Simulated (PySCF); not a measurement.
# How the method changes the constants of SrH⁺

State: ¹Σ⁺ (singlet), closed shell. Set-up: Sr def2-SVPD with ECP28, H def2-SVPD; scalar-relativistic core potentials (PySCF 2.14). De refers to Sr⁺ + H in their ground configurations, without counterpoise correction. A positive dipole points towards H; it is taken about the centre of mass and depends on that origin.

| Level | Re (Å) | ωe (cm⁻¹) | De (eV) | μ (D) | CPU s a point (SCF and correlation, without the integrals) |
| --- | --- | --- | --- | --- | --- |
| RHF | 2.086 | 1399 | 1.13 | -6.18 | 0.015 |
| RHF-MP2 | 2.038 | 1444 | 1.80 | n/a | 0.023 |
| RHF-SCS-MP2 | 2.043 | 1436 | 1.93 | n/a | n/a |
| RHF-CCSD | 2.050 | 1399 | 2.01 | n/a | n/a |
| RHF-CCSD(T) | 2.051 | 1394 | 2.03 | n/a | 0.23 |
| PBE | 2.047 | 1367 | 2.13 | -4.40 | 0.22 |
| TPSS | 2.044 | 1402 | 2.45 | -4.76 | 0.37 |
| r²SCAN | 2.039 | 1411 | 2.19 | -4.90 | 0.35 |
| TPSSh | 2.043 | 1411 | 2.42 | -4.92 | 0.38 |
| PBE0 | 2.041 | 1403 | 2.07 | -4.89 | 0.38 |
| r²SCAN0 | 2.037 | 1425 | 2.11 | -5.17 | 0.35 |
| CAM-B3LYP | 2.048 | 1412 | 2.11 | -5.17 | 0.33 |

The bond length runs from 2.037 Å (r²SCAN0) to 2.086 Å (RHF). De spans 1.13 eV (RHF, mean field) to 2.45 eV (TPSS, meta-GGA). Correlation at CCSD(T) changes the Hartree–Fock bond energy by +0.90 eV; the triples alone change it by +0.02 eV.

Correlated steps freeze no core orbitals. Correlated levels converge slowly with the basis: in double zeta they bind strong bonds too weakly, by up to about 1 eV, and carry superposition errors of some tenths. For an ion De counts to the pair picked by the measured ionisation energies or electron affinities, which need not be the lowest pair at this level. Where the molecule has an RHF reference, its open-shell atoms are computed with UHF.

The whole job (state search and all levels along the bond) took about 0.68 min on 1 thread of Arm Neoverse V2 (shared host), peak memory 0.41 GiB.
